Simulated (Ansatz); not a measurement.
Cost and result for the atomization energy of F₃GeHO (`[OH][Ge]([F])([F])[F]`) (6 atoms, 5 bonds).

| atom | x (Å) | y (Å) | z (Å) |
| --- | --- | --- | --- |
| O1 | -0.371 | -0.614 | -1.203 |
| Ge2 | -0.081 | 0.168 | 0.311 |
| F3 | -1.577 | 0.623 | 0.963 |
| F4 | 0.712 | -0.842 | 1.431 |
| F5 | 0.888 | 1.560 | 0.155 |
| H6 | 0.429 | -0.895 | -1.656 |

Total charge 0; spin multiplicity 1. Correlated methods include outer-core shells of Ge, which these sets cover unevenly. Scalar relativity is left out up to krypton. All single points use the PBE0-D4/def2-TZVP geometry. It is one conformer, not always the lowest. Program: Ansatz. All runs use 4 threads of an Arm Neoverse V1 on a shared host. Times are those of one run each, without the atoms' runs, and a repeat can differ threefold. Electronic energies, without spin–orbit coupling; frozen cores. CCSD(T)/CBS adds CCSD(T) − MP2 in def2-TZVPP to the MP2 limit, and its time is that of the two runs behind it. T1 = 0.012. With those shells the extrapolation isn't a true limit. HSE06 is the plane-wave form, built on full-range PBE exchange.

CCSD(T)/CBS is a level of theory with its own doubt, some kJ/mol a heavy atom from the limit and from the frozen cores, so smaller differences don't rank the functionals.

| level | functions | wall time | atomization (kJ/mol) | difference from CCSD(T)/CBS | per bond |
| --- | --- | --- | --- | --- | --- |
| PBE-D4/def2-TZVPP (with forces) | 186 | 1.5 s | 2335.0 | 27.2 | 5.4 |
| PBE0-D4/def2-TZVPP | 186 | 1.8 s | 2239.0 | -68.8 | -13.8 |
| HSE06-D4/def2-TZVPP | 186 | 1.9 s | 2241.2 | -66.6 | -13.3 |
| BHLYP-D4/def2-TZVPP | 186 | 1.9 s | 2120.7 | -187.1 | -37.4 |
| CAM-B3LYP-D4/def2-TZVPP | 186 | 2.1 s | 2283.1 | -24.7 | -4.9 |
| B2PLYP/def2-TZVPP | 186 | 3 s | 2260.2 | -47.6 | -9.5 |
| r2SCANh-D4/def2-TZVPP | 186 | 3.1 s | 2256.9 | -50.9 | -10.2 |
| CCSD(T)/def2-SVP | 93 | 4.3 s | 2109.6 | -198.2 | -39.7 |
| B97M-V/def2-TZVPP | 186 | 4.7 s | 2289.7 | -18.1 | -3.6 |
| ωB97M-V/def2-TZVPP (with forces) | 186 | 6.5 s | 2273.7 | -34.1 | -6.8 |
| MP2/def2-QZVPP | 347 | 10 s | 2410.0 | 102.2 | 20.4 |
| CCSD(T)/def2-TZVPP | 186 | 81 s | 2246.7 | -61.1 | -12.2 |
| CCSD(T)/CBS(def2) | – | 91 s | 2307.8 | 0.0 | 0.0 |

Leaving LDA and LC-ωPBE aside and taking each functional with its dispersion term where it has one, the values spread over 214.3 kJ/mol, from BHLYP-D4 to PBE-D4. LDA lies +389.8 kJ/mol from PBE without D4, its usual overbinding. The D4 term adds +16.6 kJ/mol with B3LYP and +8.5 kJ/mol with PBE0; it sums over pairs of atoms, weighted by their polarisabilities, and B3LYP, whose exchange is more repulsive, gets the larger term. In def2-TZVPP, CCSD(T) changes the Hartree–Fock value by +701.7 kJ/mol (the triples alone add +50.2 kJ/mol) and MP2 by +826.6 kJ/mol; breaking electron pairs costs correlation energy, which Hartree–Fock lacks.

B3LYP here is the variant with VWN-RPA as its local correlation; programs differ in this.
